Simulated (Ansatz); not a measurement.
Job for Ansatz (a first-principles code): SC-NEVPT2 on CASSCF(6,4)/def2-SVP on FIZn (SMILES [F][Zn][I]), a point of a bond scan (R = 6.509 Å). Elements past Kr take the def2 small-core potentials; no spin–orbit coupling.

Ansatz 0.2 input:
```yaml
crystal:
  periodic: [false, false, false]
  atoms:
    - {symbol: Zn, position_ang: [-0.00000000, -0.00000000, -1.21691755]}
    - {symbol: F, position_ang: [-0.00000000, -0.00000000, -2.97433346]}
    - {symbol: I, position_ang: [0.00000000, 0.00000000, 5.29228106]}
basis:
  gaussian:
    orbitals: def2-SVP
    pivot_positions_ang: [[-0.00000000, -0.00000000, -1.21691755], [-0.00000000, -0.00000000, -2.97433346], [0.00000000, 0.00000000, 5.29228106]]
magnetization: {spin_polarized: false}
correlation: {method: sc_nevpt2, electrons: outside_noble_gas, active_space: {window: {electrons: 6, orbitals: 4}}}
output: {orbitals: {seedname: ./end}}
```

The log:

```
WARN ansatz: RAYON_NUM_THREADS=1 ignored (pool sized by the plan → 1); use --threads N
Functional definition: HF
integrals: 0.02 GiB planned
821 factors; integrals over basis functions are off by at most 3.4e-4 eV
mean field: 0.22 GiB planned
mean field evaluation 1: about -59139.3801 eV, gradient 3.4e1 eV
mean field evaluation 2: about -59139.4622 eV, gradient 3.4e1 eV
mean field evaluation 4: about -59141.1140 eV, gradient 1.7e1 eV
mean field evaluation 8: about -59141.9995 eV, gradient 2.9e0 eV
mean field evaluation 16: about -59142.6678 eV, gradient 6.3e-1 eV
mean field evaluation 32: about -59140.5924 eV, gradient 1.5e1 eV
mean field -59142.67433130 eV, -2173.4531933309 hartree, gradient 2.8e-6 eV, S^2 0.000000; 4 other end points of the search recorded, 0 dependent functions left out; unrestricted orbitals would lower it
reference -59142.67433130 eV, -2173.4531933309 hartree; 32, 32 occupied and 39, 39 virtual orbitals, 821 factors
configuration interaction: 0.11 GiB planned
configuration interaction: 0.00 GiB planned
state -59145.64037662 eV, -2173.5621934857 hartree
state -59145.64037662 eV, -2173.5621934857 hartree; corrected -59160.58894695 eV, -2174.1115433128 hartree
1 active orbitals were swapped for others, from the solution at -59145.64037595 eV, -2173.5621934611 hartree to that at -59145.64037662 eV, -2173.5621934857 hartree; typed "places" are swapped only where nearly empty or full, and so, without "given_window_search", are "orbital_numbers", "shells" and a window whose orbitals a file names under [Active]
WARN: 2 active orbitals are nearly empty or full. The corrections depend on them more than the energy does, and are more stable in an active space without them
Total energy: -59160.58894695 eV, -2174.1115433128 hartree
```

Self-consistency was reached.

Warnings raised: idle orbitals.

Cost: around 29 core-seconds (rough).
